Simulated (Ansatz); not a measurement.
`FB(F)B(F)F`, relaxed with RKS PBE-D4/def2-SVP in Ansatz 0.2.0 from a rough embedded geometry. The force threshold is 0.03 eV/Å; the program also tests the step.

Total charge 0; spin multiplicity 1.

Start:

```xyz
6

F    -0.555    1.797   -0.440
B     0.026    0.826    0.233
F     0.654    1.266    1.303
B    -0.026   -0.826   -0.233
F     0.553   -1.797    0.441
F    -0.652   -1.266   -1.304
```

**Question.** By how much does the energy fall, and how many steps does the optimiser take? (Best estimate.)

**Answer.** Ansatz gave: 7.86 kJ/mol, in 3 steps.

**Question.** Which bonds change most? (Estimate.)

**Answer.** The calculation gave: B2–F3 from 1.316 to 1.329 Å; B4–F6 from 1.316 to 1.329 Å; B4–F5 from 1.316 to 1.329 Å; F1–B2 from 1.316 to 1.329 Å.

**Question.** Give the relaxed structure. (An estimate is asked.)

**Answer.** Computed: 
```xyz
6

F    -0.578    1.776   -0.480
B     0.027    0.832    0.235
F     0.675    1.227    1.326
B    -0.027   -0.832   -0.235
F     0.576   -1.776    0.481
F    -0.673   -1.226   -1.328
```
